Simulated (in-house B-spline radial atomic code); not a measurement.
Configurations of the strontium ion Sr⁶⁺, with energies counted from [Ar] 3d10 4s2 4p2. Level of theory: scalar-relativistic (X2C) r2SCAN0, spin-polarised, spherical fractional occupations, exact exchange averaged over the configuration, Fermi nucleus of rms radius 4.224 fm; calculated with an all-electron radial atomic-structure program (B-spline basis). Shells without spins written out take the highest spin.

Occupations are held fixed; configurations that lie above the ionisation limit could autoionise.

| configuration | E - E(ref) (eV) | highest orbital | its <r> (bohr) |
| --- | --- | --- | --- |
| [Ar] 3d10 4s2 4p1 4d1 | 32.493 | 4d up | 1.628 |
| [Ar] 3d10 4s1 4p2 4d1 | 46.921 | 4d up | 1.604 |
| [Ar] 3d10 4s1 4p2 4f1 | 75.055 | 4f up | 2.145 |
| [Ar] 3d9 4s2 4p3 | 122.79 | 4p up | 1.318 |
| [Ne] 3s2 3p5 3d10 4s2 4p2 5d1 | 325.97 | 5d up | 3.18 |

Problem. Order these further configurations by energy, lowest first.
A. [Ar] 3d10 4s1 4p2 5s1
B. [Ar] 3d10 4s1 4p3
C. [Ar] 3d9 4s2 4p2 5s1
D. [Ne] 3s2 3p5 3d10 4s2 4p2 4d1
E. [Ar] 3d9 4s2 4p2 5d1

Solution. B (14.02 eV), A (62.38 eV), C (173.25 eV), E (192.36 eV), D (290.23 eV).

Problem. How far above the reference does [Ne] 3s2 3p5 3d10 4s2 4p3 lie?

Solution. 256.37 eV; its least bound orbital is 4p up with <r> = 1.318 bohr.
